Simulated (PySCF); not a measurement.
C4H5Si, doublet, geometry from GFN2-xTB; R2SCAN/STO-3G (PySCF).

Here is a job for PySCF.
```python
from pyscf import gto, scf, dft

mol = gto.Mole()
mol.atom = '''
    C     0.445914   -1.251631   -0.250161
    C    -0.854273   -1.187022   -0.476427
    C    -1.450411    0.135479   -0.235507
    C    -0.612098    1.093081    0.176771
    Si    1.146253    0.395681    0.320147
    H    -1.481545   -1.999804   -0.810576
    H    -2.511765    0.272484   -0.397747
    H    -0.948085    2.096591    0.381372
    H     2.077680    0.986420   -0.636471
    H     1.641373    0.365331    1.693311
'''
mol.basis = 'sto-3g'
mol.charge = 0
mol.spin = 1
mol.verbose = 4
mol.build()

mf = dft.ROKS(mol)
mf.xc = 'r2scan'
mf.kernel()
```

What the program printed (banner, timings and long lists left out):

```
PySCF version 2.14.0

[INPUT] verbose = 4
[INPUT] num. atoms = 10
[INPUT] num. electrons = 43
[INPUT] charge = 0
[INPUT] spin (= nelec alpha-beta = 2S) = 1
[INPUT] symmetry False subgroup None
[INPUT] Mole.unit = angstrom
[INPUT] Symbol           X                Y                Z      unit          X                Y                Z       unit  Magmom
[INPUT]  1 C      0.445914000000  -1.251631000000  -0.250161000000 AA    0.842655335109  -2.365239799015  -0.472735777047 Bohr   0.0
[INPUT]  2 C     -0.854273000000  -1.187022000000  -0.476427000000 AA   -1.614342005611  -2.243146483833  -0.900316548348 Bohr   0.0
[INPUT]  3 C     -1.450411000000   0.135479000000  -0.235507000000 AA   -2.740879558057   0.256018205630  -0.445043730418 Bohr   0.0
[INPUT]  4 C     -0.612098000000   1.093081000000   0.176771000000 AA   -1.156697581394   2.065623721966   0.334048776765 Bohr   0.0
[INPUT]  5 Si     1.146253000000   0.395681000000   0.320147000000 AA    2.166104239461   0.747728722694   0.604990149601 Bohr   0.0
[INPUT]  6 H     -1.481545000000  -1.999804000000  -0.810576000000 AA   -2.799714291219  -3.779081862810  -1.531766643145 Bohr   0.0
[INPUT]  7 H     -2.511765000000   0.272484000000  -0.397747000000 AA   -4.746547939268   0.514920133326  -0.751632896867 Bohr   0.0
[INPUT]  8 H     -0.948085000000   2.096591000000   0.381372000000 AA   -1.791620992808   3.961982785228   0.720688631578 Bohr   0.0
[INPUT]  9 H      2.077680000000   0.986420000000  -0.636471000000 AA    3.926246174486   1.864063643793  -1.202755876228 Bohr   0.0
[INPUT] 10 H      1.641373000000   0.365331000000   1.693311000000 AA    3.101745438256   0.690375534813   3.199894033713 Bohr   0.0

nuclear repulsion = 191.649521376373
number of shells = 22
number of NR pGTOs = 102
number of NR cGTOs = 34
basis = sto-3g
ecp = {}

******** <class 'pyscf.dft.roks.ROKS'> ********
method = ROKS
initial guess = minao
damping factor = 0
level_shift factor = 0
DIIS = <class 'pyscf.scf.diis.CDIIS'>
diis_start_cycle = 1
diis_space = 8
diis_damp = 0
SCF conv_tol = 1e-09
SCF conv_tol_grad = None
SCF max_cycles = 50
direct_scf = True
direct_scf_tol = 1e-13
num. doubly occ = 21  num. singly occ = 1
XC library pyscf.dft.libxc version 7.1.2
    S. Lehtola, C. Steigemann, M. J. T. Oliveira, and M. A. L. Marques,  SoftwareX 7, 1–5 (2018)
XC functionals = r2scan
    J. W. Furness, A. D. Kaplan, J. Ning, J. P. Perdew, and J. Sun,  J. Phys. Chem. Lett. 11, 8208–8215 (2020)
    J. W. Furness, A. D. Kaplan, J. Ning, J. P. Perdew, and J. Sun,  J. Phys. Chem. Lett. 11, 9248–9248 (2020)
    J. W. Furness, A. D. Kaplan, J. Ning, J. P. Perdew, and J. Sun,  J. Phys. Chem. Lett. 11, 8208–8215 (2020)
    J. W. Furness, A. D. Kaplan, J. Ning, J. P. Perdew, and J. Sun,  J. Phys. Chem. Lett. 11, 9248–9248 (2020)
radial grids:
    Treutler-Ahlrichs [JCP 102, 346 (1995); DOI:10.1063/1.469408] (M4) radial grids

becke partition: Becke, JCP 88, 2547 (1988); DOI:10.1063/1.454033
pruning grids: <function nwchem_prune>
grids dens level: 3
symmetrized grids: False
atomic radii adjust function: <function treutler_atomic_radii_adjust>
small_rho_cutoff = 0
Set gradient conv threshold to 3.16228e-05
tot grids = 124696
init E= -439.868462420052
  HOMO = -0.19383423749219  LUMO = -0.0742792773366093  gap/eV = 3.25326
cycle= 1 E= -439.418189148735  delta_E= 0.45  |g|= 0.27  |ddm|= 3.07
  HOMO = -0.00513292367681717  LUMO = 0.0805149925930463  gap/eV = 2.33060
cycle= 2 E= -439.407410932035  delta_E= 0.0108  |g|= 0.359  |ddm|= 0.692
  HOMO = -0.0519827028487014  LUMO = 0.0530310527937624  gap/eV = 2.85757
cycle= 3 E= -439.44548305137  delta_E= -0.0381  |g|= 0.136  |ddm|= 0.409
  HOMO = -0.0591779017947998  LUMO = 0.0465848662478182  gap/eV = 2.87795
cycle= 4 E= -439.451670005597  delta_E= -0.00619  |g|= 0.0129  |ddm|= 0.135
  HOMO = -0.0580806322362348  LUMO = 0.0469738288060337  gap/eV = 2.85868
cycle= 5 E= -439.451688709645  delta_E= -1.87e-05  |g|= 0.0111  |ddm|= 0.0236
  HOMO = -0.059666819554089  LUMO = 0.0469927987806765  gap/eV = 2.90236
cycle= 6 E= -439.451733620689  delta_E= -4.49e-05  |g|= 0.00238  |ddm|= 0.0136
  HOMO = -0.0594923747737647  LUMO = 0.0469666557693725  gap/eV = 2.89690
cycle= 7 E= -439.451735873931  delta_E= -2.25e-06  |g|= 0.000225  |ddm|= 0.00265
  HOMO = -0.0594609329834563  LUMO = 0.0469527974420917  gap/eV = 2.89567
cycle= 8 E= -439.45173589435  delta_E= -2.04e-08  |g|= 8.1e-05  |ddm|= 0.000366
  HOMO = -0.059475803457833  LUMO = 0.0469549303213987  gap/eV = 2.89613
cycle= 9 E= -439.451735897241  delta_E= -2.89e-09  |g|= 4.76e-06  |ddm|= 0.000107
  HOMO = -0.0594767753199935  LUMO = 0.0469549274406703  gap/eV = 2.89615
cycle= 10 E= -439.45173589726  delta_E= -1.86e-11  |g|= 9.57e-07  |ddm|= 1.17e-05
  HOMO = -0.0594763720108931  LUMO = 0.046954943292369  gap/eV = 2.89614
Extra cycle  E= -439.451735897259  delta_E= 6.82e-13  |g|= 2.41e-06  |ddm|= 4.45e-06
converged SCF energy = -439.451735897259
```
